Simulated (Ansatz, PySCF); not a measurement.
Process, species as SMILES: [Cl][GeH]([Cl])[Cl] [trichlorogermane] + 3 [H][H] (H2) -> 3 Cl (HCl) + [GeH4] (GeH4)
Each molecule is optimised on its own at B3LYP-D3(BJ)/def2-TZVP (Ansatz, a program for electronic structure). Frequencies are from Ansatz or PySCF.
Geometry of the first species:
SMILES: [Cl][GeH]([Cl])[Cl]
```xyz
5

Cl    -0.1003     2.0292    -0.0854
Ge     0.0010    -0.0488     0.4334
Cl    -1.6889    -1.0483    -0.4283
Cl     1.7871    -0.8761    -0.4167
H      0.0044    -0.2195     1.9497
```
Charge 0, spin multiplicity 1.

Quantity: energy of full hydrogenation (0 K, with B3LYP-D3(BJ) harmonic zero-point energies), in eV. Correlated levels leave the core frozen unless marked. Spin-orbit coupling is left out. Frozen are the shells of the preceding noble gas and the d and f shells that filled before the atom's block. Non-relativistic. CBS(X,Y): correlation extrapolated as X^-3; Hartree-Fock from the larger set.

```tsv
level	program	energy of full hydrogenation (eV)
SVWN5/def2-TZVPD	Ansatz	[?]
PBE0-D4/def2-TZVP	Ansatz + dftd4	[?]
CCSD/def2-SVPD	Ansatz	1.19
CCSD(T)/CBS(def2-TZVPPD,def2-QZVPPD)	Ansatz	1.96
```

Problem. Complete the blanks.

Solution. 
- SVWN5/def2-TZVPD, energy of full hydrogenation (eV): 1.55
- PBE0-D4/def2-TZVP, energy of full hydrogenation (eV): 1.85
